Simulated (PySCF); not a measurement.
The multiplicity is imposed and other spin states were not computed.

B3LYP has the VWN-RPA correlation part, as in Gaussian. 

## [Ti(OCH3)3(Cl)] (charge 0, multiplicity 1)

These are B3LYP-D3(BJ)/def2-TZVP // TPSS-D3(BJ)/def2-SVP run with PySCF values and carry that method's errors.

```json
{
  "HOMO": "-7.82 eV",
  "dipole_moment": "4.15 D",
  "LUMO": "-1.63 eV",
  "HOMO–LUMO gap": "6.20 eV",
  "charge on the central atom (Mulliken)": "1.45 e",
  "charge on the central atom (meta-Löwdin)": "1.35 e",
  "total_energy": "-45048.85 eV",
  "cost": "roughly 5 core-minutes"
}
```

```xyz
17

Ti    -0.0482    -0.0299    -0.4596
O     -0.2249     0.1962    -2.2134
C     -0.0070    -0.2672    -3.5211
H     -0.9703    -0.5568    -3.9816
H      0.6677    -1.1454    -3.5222
H      0.4484     0.5340    -4.1337
O      0.6226     1.4510     0.2564
C      0.9655     2.8079     0.1436
H      0.8854     3.1501    -0.9065
H      2.0040     2.9644     0.4923
H      0.2888     3.4188     0.7704
O      1.0655    -1.3805    -0.1516
C      2.1689    -1.8914     0.5513
H      2.8803    -2.3611    -0.1542
H      1.8307    -2.6592     1.2726
H      2.6919    -1.0874     1.1048
Cl    -2.0512    -0.4766     0.4656
```
